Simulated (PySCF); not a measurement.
## PbCl⁺: frontier orbitals

CAM-B3LYP at R = 2.403 Å; Pb def2-SVPD with ECP60, Cl def2-SVPD; scalar-relativistic core potentials (PySCF 2.14). State: ¹Σ⁺ (singlet), closed shell. Only the outer orbitals are listed, counted within each symmetry, core potentials removing the inner ones.

```
orbital  occ.  ε (eV)  on Pb (%)            main shells (%)
     7σ     2  -29.26         10                    89 Cl s
     8σ     2  -22.13         80           79 Pb s, 13 Cl p
     9σ     2  -16.14         33  67 Cl p, 20 Pb p, 11 Pb s
     4π     2  -15.84          6                    93 Cl p
     4π     2  -15.84          6                    93 Cl p
     5π     0   -8.07         94                    94 Pb p
     5π     0   -8.07         94                    94 Pb p
    10σ     0   -5.53         83           73 Pb p, 15 Cl p
```

Q: Which are the highest filled and the lowest empty level, where do they sit, and how wide is the gap?

A: Highest filled 4π at -15.84 eV (in %: 93 Cl p); lowest empty 5π at -8.07 eV (in %: 94 Pb p); the gap at CAM-B3LYP is 7.77 eV.

The bond order (Mayer) is 1.12. The ⟨S²⟩ is 0.000, the charge on Pb (Mulliken, basis-dependent) is 1.44 and the charge on Pb (Löwdin, basis-dependent) is 1.23. The dipole moment (positive dipole points towards Cl; it is taken about the centre of mass and depends on that origin) is -3.07 D, the polarisability along the bond is 62.0 bohr³ and the polarisability across the bond is 31.1 bohr³.

These are scalar-relativistic numbers at best; spin–orbit coupling would shift them, the dissociation energy most.
